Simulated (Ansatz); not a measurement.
Total energies of SnH2Me(OMe) (C2H8OSn) from Ansatz at PBE0-D4/def2-TZVP, gas phase (1 Eh = 27.2114 eV = 2625.5 kJ/mol). The reference geometry is relaxed at PBE-D4/def2-SVP.

| state | geometry | energy (Eh) |
| --- | --- | --- |
| charge 0 singlet | reference | -370.42121 |
| charge 1 doublet | reference | -370.07864 |
| charge 1 doublet | relaxed at PBE-D4/def2-SVP | -370.09577 |
| free Sn atom (triplet) | – | -214.25870 |
| free H atom (doublet) | – | -0.50104 |
| free C atom (triplet) | – | -37.80537 |
| free O atom (triplet) | – | -75.01860 |

In the def2 sets Sn takes a core potential; there is no spin–orbit coupling.

Question: Work out the vertical ionisation energy to the doublet.

Answer: E(charge 1 doublet) − E(charge 0 singlet) = -370.07864 − (-370.42121) = 0.34257 Eh = 9.32 eV. For comparison, −ε of the highest occupied level is 7.27 eV at this level, 2.05 eV less.

Question: How much does the charge 1 doublet relax, and what is the adiabatic ionisation energy?

Answer: Relaxation: -370.07864 − (-370.09577) = 0.01713 Eh = 0.47 eV. Adiabatic ionisation energy: 0.32544 Eh = 8.86 eV, without zero-point energy. 

Question: What is the binding energy per atom against free atoms?

Answer: Atoms: 1 × (-214.25870) + 8 × (-0.50104) + 2 × (-37.80537) + 1 × (-75.01860) = -368.89636 Eh. Binding: -368.89636 − (-370.42121) = 1.52485 Eh = 41.49 eV, or 3.46 eV for each of 12 atoms (no zero-point energy, no counterpoise term).
